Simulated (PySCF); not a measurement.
Species: CH3AlBr2.
Numbering: `[CH3:1][Al:2]([Br:3])[Br:4]` (hydrogens: H5, H6, H7 on C1)

Computed by this run: PySCF 2.14.0, PBE0-D3(BJ)/def2-SVP geometry optimisation, gas phase; density fitting, grid level 1; the optimiser is geomeTRIC in internal coordinates, started from a GFN2-xTB structure with every atom displaced at random (about 0.01 Å).

Step 1: E = -147739.2981 eV
```
atom  x, y, z in Å  |  force x, y, z in eV/Å
C1     -0.7262    0.6198    0.2212   -0.358  -0.829   0.074
Al2     0.6793   -0.6391   -0.2071   -0.103   0.374   0.034
Br3     2.7089    0.2570   -0.5647    0.206  -0.072  -0.041
Br4     0.3428   -2.8333   -0.4027    0.031  -0.311  -0.041
H5     -0.2487    1.5909    0.3200   -0.065   0.512   0.055
H6     -1.2482    0.3384    1.1607    0.147   0.174  -0.254
H7     -1.4822    0.6220   -0.5892    0.142   0.152   0.172
```

Step 2: E = -147739.3328 eV
```
atom  x, y, z in Å  |  force x, y, z in eV/Å
C1     -0.7408    0.6189    0.2247    0.151  -0.176  -0.006
Al2     0.7005   -0.6048   -0.2123   -0.089   0.141   0.022
Br3     2.7802    0.1847   -0.5849    0.014  -0.052  -0.011
Br4     0.3537   -2.8152   -0.4015    0.030  -0.088  -0.017
H5     -0.3165    1.6274    0.3355   -0.160   0.073   0.019
H6     -1.2552    0.3268    1.1547    0.039   0.033  -0.004
H7     -1.4962    0.6178   -0.5779    0.015   0.069  -0.003
```

Step 3: E = -147739.3390 eV
```
atom  x, y, z in Å  |  force x, y, z in eV/Å
C1     -0.7431    0.6218    0.2249    0.149   0.082  -0.030
Al2     0.7140   -0.5763   -0.2186   -0.033  -0.033   0.014
Br3     2.8240    0.1260   -0.5975   -0.047   0.004  -0.009
Br4     0.3593   -2.7948   -0.3967    0.011   0.005  -0.007
H5     -0.3805    1.6541    0.3500   -0.049  -0.010   0.011
H6     -1.2480    0.3101    1.1513   -0.009  -0.038   0.049
H7     -1.5000    0.6148   -0.5750   -0.022  -0.010  -0.028
```

**Question.** Estimate the geometry and energy of step 4. (The exact step hangs on the optimiser's Hessian estimate; all steps are aligned on step 3, rigid shifts and turns removed.)

**Answer.** E = -147739.3402 eV, largest force 0.086 eV/Å
```
atom  x, y, z in Å  |  force x, y, z in eV/Å
C1     -0.7386    0.6245    0.2235    0.057   0.064  -0.006
Al2     0.7115   -0.5787   -0.2201   -0.014  -0.033   0.013
Br3     2.8190    0.1264   -0.5953   -0.009   0.006  -0.017
Br4     0.3593   -2.7985   -0.3959    0.004   0.022  -0.006
H5     -0.3866    1.6598    0.3518   -0.015  -0.024   0.004
H6     -1.2415    0.3068    1.1503   -0.009  -0.023   0.018
H7     -1.4973    0.6153   -0.5759   -0.015  -0.013  -0.005
```

The energy changes by -0.0012 eV. The first-order estimate −F·Δx gives -0.0015 eV and the mean of the old and new forces, exact on a quadratic surface, -0.0009 eV. The step makes an angle of 61° with the force vector and moves no atom by more than 0.009 Å.

What follows is the cost of the whole optimisation. The run took 70 s of wall time on one thread, Intel Xeon Platinum 8175M at 2.50 GHz (x86_64), no GPU, shared host with 32 logical CPUs at a one-minute load of 29, and the process peaked at 0.45 GiB of memory.
